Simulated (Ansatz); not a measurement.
`C[SiH2]S[SiH3]` at its PBE0-D4/def2-TZVP geometry, where that method's forces vanish. Total charge 0; spin multiplicity 1.

```xyz
12

C     2.2806    0.5380    0.5565
Si    0.4501    0.5814    0.2162
S    -0.1540   -1.4012   -0.3329
Si   -2.2277   -1.0160   -0.6526
H     2.8307    0.2186   -0.3308
H     2.5057   -0.1539    1.3706
H     2.6337    1.5322    0.8416
H     0.1281    1.5203   -0.8922
H    -0.3130    1.0152    1.4176
H    -2.4233   -0.0120   -1.7300
H    -2.8369   -2.3079   -1.0514
H    -2.8740   -0.5148    0.5875
```

(1) What forces (eV/Å) does ωB97M-V/def2-TZVPP give on these atoms in Ansatz? (An estimate is asked.)

Results:

(1) Computed: 
```
C1   0.020  0.010  0.006
Si2 -0.068  0.167  0.024
S3   0.023 -0.021  0.000
Si4 -0.201  0.014 -0.036
H5  -0.038  0.022  0.064
H6  -0.014  0.049 -0.058
H7  -0.017 -0.078 -0.020
H8   0.032 -0.105  0.122
H9   0.081 -0.049 -0.135
H10  0.029 -0.115  0.130
H11  0.071  0.161  0.049
H12  0.083 -0.055 -0.146
```
